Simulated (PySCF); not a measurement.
Input for PySCF: R-M06-2X/def2-TZVPP on FGeHO (SMILES [OH][Ge][F]), a point of a torsion scan.

```python
from pyscf import gto, dft

mol = gto.M(
    atom='''
    O    -0.93911001    0.21790379    0.18476517
    Ge    0.65455923    0.86095854   -0.08707606
    F     0.83140214    0.34193370   -1.85140797
    H    -1.40062943   -0.52872510   -0.19197974
    ''',
    basis='def2-tzvpp',
    charge=0, spin=0, verbose=4, max_memory=1800)
mf = dft.RKS(mol, xc='m062x').density_fit(auxbasis='def2-universal-jkfit')
mf.grids.level = 4
mf.conv_tol = 1e-9
mf.max_cycle = 150
mf.kernel()
mf.dip_moment()
```

Program output:

```
PySCF version 2.14.0

[INPUT] verbose = 4
[INPUT] num. atoms = 4
[INPUT] num. electrons = 50
[INPUT] charge = 0
[INPUT] spin (= nelec alpha-beta = 2S) = 0
[INPUT] symmetry False subgroup None
[INPUT] Mole.unit = angstrom
[INPUT] Symbol           X                Y                Z      unit          X                Y                Z       unit  Magmom
[INPUT]  1 O     -0.939110010000   0.217903790000   0.184765170000 AA   -1.774660719738   0.411778484605   0.349155568659 Bohr   0.0
[INPUT]  2 Ge     0.654559230000   0.860958540000  -0.087076060000 AA    1.236937677006   1.626975845205  -0.164549905406 Bohr   0.0
[INPUT]  3 F      0.831402140000   0.341933700000  -1.851407970000 AA    1.571122343977   0.646161045759  -3.498654008137 Bohr   0.0
[INPUT]  4 H     -1.400629430000  -0.528725100000  -0.191979740000 AA   -2.646806024706  -0.999145634183  -0.362789130065 Bohr   0.0

nuclear repulsion = 187.340435821472
number of shells = 44
number of NR pGTOs = 208
number of NR cGTOs = 124
basis = def2-tzvpp
ecp = {}


******** <class 'pyscf.df.df_jk.DFRKS'> ********
method = DFRKS
initial guess = minao
damping factor = 0
level_shift factor = 0
DIIS = <class 'pyscf.scf.diis.CDIIS'>
diis_start_cycle = 1
diis_space = 8
diis_damp = 0
SCF conv_tol = 1e-09
SCF conv_tol_grad = None
SCF max_cycles = 150
direct_scf = False
XC library pyscf.dft.libxc version 7.1.2
    S. Lehtola, C. Steigemann, M. J. T. Oliveira, and M. A. L. Marques,  SoftwareX 7, 1–5 (2018)
XC functionals = m062x
    Y. Zhao and D. G. Truhlar,  Theor. Chem. Acc. 120, 215 (2008)
    Y. Zhao and D. G. Truhlar,  Theor. Chem. Acc. 120, 215 (2008)
radial grids:
    Treutler-Ahlrichs [JCP 102, 346 (1995); DOI:10.1063/1.469408] (M4) radial grids

becke partition: Becke, JCP 88, 2547 (1988); DOI:10.1063/1.454033
pruning grids: <function nwchem_prune>
grids dens level: 4
symmetrized grids: False
atomic radii adjust function: <function treutler_atomic_radii_adjust>
small_rho_cutoff = 0
Set gradient conv threshold to 3.16228e-05
Initial guess from minao.
tot grids = 102992
******** <class 'pyscf.df.df.DF'> ********
auxbasis = def2-universal-jkfit
init E= -2252.03053576961
  HOMO = -0.30842050616527  LUMO = -0.0719321885868709  gap/eV = 6.43517
cycle= 1 E= -2252.61566004043  delta_E= -0.585  |g|= 0.93  |ddm|=  1.7
  HOMO = -0.267586262580321  LUMO = -0.0572326265129277  gap/eV = 5.72401
cycle= 2 E= -2252.48186284924  delta_E= 0.134  |g|= 1.35  |ddm|=  1.1
  HOMO = -0.357608177016935  LUMO = -0.0520218676449744  gap/eV = 8.31543
cycle= 3 E= -2252.76191804123  delta_E= -0.28  |g|= 0.059  |ddm|= 0.595
  HOMO = -0.35404275849438  LUMO = -0.0477664674454346  gap/eV = 8.33420
cycle= 4 E= -2252.76232406391  delta_E= -0.000406  |g|= 0.0325  |ddm|= 0.0502
  HOMO = -0.354649115697129  LUMO = -0.0475157754429816  gap/eV = 8.35752
cycle= 5 E= -2252.76242350483  delta_E= -9.94e-05  |g|= 0.0043  |ddm|= 0.0176
  HOMO = -0.3543996031812  LUMO = -0.0474372918286079  gap/eV = 8.35287
cycle= 6 E= -2252.76242728734  delta_E= -3.78e-06  |g|= 0.00124  |ddm|= 0.00524
  HOMO = -0.354464441180468  LUMO = -0.0475116908809525  gap/eV = 8.35261
cycle= 7 E= -2252.76242757176  delta_E= -2.84e-07  |g|= 0.000781  |ddm|= 0.0016
  HOMO = -0.354460855688757  LUMO = -0.0475284717210158  gap/eV = 8.35206
cycle= 8 E= -2252.76242767453  delta_E= -1.03e-07  |g|= 0.000222  |ddm|= 0.000544
  HOMO = -0.354443819093071  LUMO = -0.0475162182315714  gap/eV = 8.35193
cycle= 9 E= -2252.7624276866  delta_E= -1.21e-08  |g|= 2.96e-05  |ddm|= 0.000245
  HOMO = -0.354442672694326  LUMO = -0.0475157944627185  gap/eV = 8.35191
cycle= 10 E= -2252.76242768702  delta_E= -4.2e-10  |g|= 8.11e-06  |ddm|= 4.9e-05
  HOMO = -0.354442237713442  LUMO = -0.0475156545282118  gap/eV = 8.35190
Extra cycle  E= -2252.76242768704  delta_E= -1.59e-11  |g|= 4.02e-06  |ddm|= 1.19e-05
converged SCF energy = -2252.76242768704
Dipole moment(X, Y, Z, Debye): -0.17167, -0.27776,  1.71353
```

The calculation finished and met its thresholds.

Cost: about 11 core-seconds (a rough figure).
